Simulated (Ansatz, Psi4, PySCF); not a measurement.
CH₃O (SMILES C[O]), doublet, geometry from GFN2-xTB. Base run: BLYP/6-31G* in PySCF.

Geometry (Å):
```xyz
5

C      0.0074    -0.5426    -0.0355
O     -0.0240     0.7672     0.0262
H      1.0565    -0.9128     0.0446
H     -0.4352    -0.9881     0.8863
H     -0.4736    -0.9813    -0.9272
```
Charge 0, spin multiplicity 2.
Orbitals are unrestricted.
All else is at PySCF's defaults.

The same geometry, method and basis name were run in Ansatz (a program for electronic structure) and Psi4 and PySCF, at each program's defaults and at the settings that a row names. The base is PySCF at its defaults. Differences at the defaults can come from grids, fitting, cores and function types together.

```json
[
 {"code and settings": "PySCF, defaults (exact integrals, its default grid, spherical functions)", "ΔE vs base (mEh)": "0.000", "basis functions": "34", "E (Eh)": "-115.00566", "SCF cycles": "10", "dipole (D)": "1.97"},
 {"code and settings": "Psi4, defaults (density fitting with its default set, its default grid, Cartesian functions)", "ΔE vs base (mEh)": "-2.824", "basis functions": "36", "E (Eh)": "-115.00848", "SCF cycles": "9", "dipole (D)": "1.97"},
 {"code and settings": "Ansatz, defaults (factorised integrals, its default grid, Cartesian functions)", "ΔE vs base (mEh)": "-2.777", "basis functions": "36", "E (Eh)": "-115.00843", "SCF cycles": "-", "dipole (D)": "-"},
 {"code and settings": "PySCF, density fitting with def2-universal-jkfit", "ΔE vs base (mEh)": "-0.059", "basis functions": "34", "E (Eh)": "-115.00571", "SCF cycles": "10", "dipole (D)": "1.97"},
 {"code and settings": "PySCF, fine grid", "ΔE vs base (mEh)": "0.000", "basis functions": "34", "E (Eh)": "-115.00566", "SCF cycles": "10", "dipole (D)": "1.97"},
 {"code and settings": "Psi4, exact integrals, spherical functions, fine grid", "ΔE vs base (mEh)": "0.000", "basis functions": "34", "E (Eh)": "-115.00566", "SCF cycles": "12", "dipole (D)": "1.97"},
 {"code and settings": "Ansatz, high accuracy, Cartesian functions as the basis file defines them", "ΔE vs base (mEh)": "-2.776", "basis functions": "36", "E (Eh)": "-115.00843", "SCF cycles": "-", "dipole (D)": "-"}
]
```

Open shells are given as the SCF converged; they aren't shown to be the lowest states, and a large step between rows can be another state.
